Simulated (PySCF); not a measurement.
C5H11NSi.
SMILES with atom numbers: `[CH2:1]=[C:2]1[SiH2:3][C@H:4]1[N:5]([CH3:6])[CH3:7]`

NICS = −σ at a ghost point: NICS(0) at the centroid of the ring atoms, NICS(1) 1 Å to either side along the normal of their mean plane, zz for the tensor component along that normal. Level: GIAO PBE0/pcSseg-1 (PySCF, non-relativistic, gas phase) on the GFN2-xTB geometry, one conformer.

Ring bond lengths (Å), with Mayer bond orders in brackets: C2–Si3 1.856 (0.93), Si3–C4 1.909 (0.90), C4–C2 1.507 (0.86).

What do the NICS probes read (ppm)?

```json
{"ring": "C2–Si3–C4", "type": "3-membered ring with Si; formal bonds all single", "NICS(0)": "-14.9", "NICS(1), two faces": "-5.9 / -8.5", "NICS(1)zz, two faces": "-9.5 / -16.1", "rms pucker (Å)": "0.00", "centre to ring atoms, mean (Å)": "1.02"}
```

What do they say, and how far can they be read as aromaticity?

- C2–Si3–C4: mean NICS(1)zz -12.8 ppm, shielded. Si3, C4 have four or more neighbours, so the value isn't read as a sign of a π ring current. The two faces differ by 6.6 ppm, so no symmetry operation interchanges them. NICS(0) lies 8 ppm below the mean NICS(1).

At the first NICS(1) probe listed for ring C2–Si3–C4, 1 Å off the ring, how large is the induced field along the normal in 1 T applied along it?

NICSzz × B0 = -9.5 ppm × 1 T = -10 μT, against the applied field.

Shape of the structure used: `[CH2:1]=[C:2]1[SiH2:3][C@H:4]1[N:5]([CH3:6])[CH3:7]`: Si3–C4–N5–C6 -87°.
